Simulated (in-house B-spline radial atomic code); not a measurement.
# RPBE excitations of the potassium ion K⁷⁺

Method: RPBE. Computed with a B-spline radial code for spherical atoms: linear response of the closed shell [Ne] 3s2 with the functional's adiabatic kernel; non-relativistic, point nucleus, no spin-orbit coupling, no double excitations, S, P, D and F terms only.

Command:
```bash
python run_td.py task.json out
```
Settings (radii: box in bohr, nucleus in fm):
```
Z                        19
electrons                12
configuration            [Ne] 3s2
hamiltonian              nr
method                   rpbe,pbe
box_radius               12.81
intervals                50
```

Cost of the run: 0.3 s on 1 thread of Intel(R) Xeon(R) Platinum 8375C CPU @ 2.90GHz (Ice Lake), with other jobs on the host.

The lowest states, in the order of their Tamm-Dancoff energies; the method's threshold (minus the highest occupied level) is 145.11 eV. Labels give the largest channel, * marks a mixed state, and oscillator strengths are full-response dipole values. Semilocal kernels can invert the small singlet-triplet splittings of Rydberg terms. Energies in eV:

```
     state  full response  Tamm-Dancoff  oscillator strength
3s → 3p 3P         14.527        15.012                    -
3s → 3p 1P         23.196        23.941                 1.07
3s → 3d 3D              ?             ?                    -
3s → 3d 1D          45.59         45.61                    -
3s → 4s 3S          76.90         76.92                    -
3s → 4s 1S          78.59         78.64                    -
3s → 4p 3P              ?             ?                    -
3s → 4p 1P          84.23         84.26                0.243
3s → 4d 3D          93.10         93.12                    -
3s → 4d 1D          93.37         93.38                    -
```

Problem. Where does 3s → 3d 3D lie?

Solution. At 41.72 eV in full response, 41.94 eV in Tamm-Dancoff.

Problem. Where does 3s → 4p 3P lie?

Solution. At 83.63 eV in full response, 83.64 eV in Tamm-Dancoff.

Problem. How large is the singlet-triplet splitting of 3s → 3p (P terms) in Tamm-Dancoff?

Solution. 8.93 eV, from the unrounded values.

Problem. What polarisabilities and dispersion coefficient does the method give?

Solution. Dipole 1.547 bohr³, quadrupole 1.083 bohr⁵, C6 1.65 hartree·bohr⁶ for two such species.
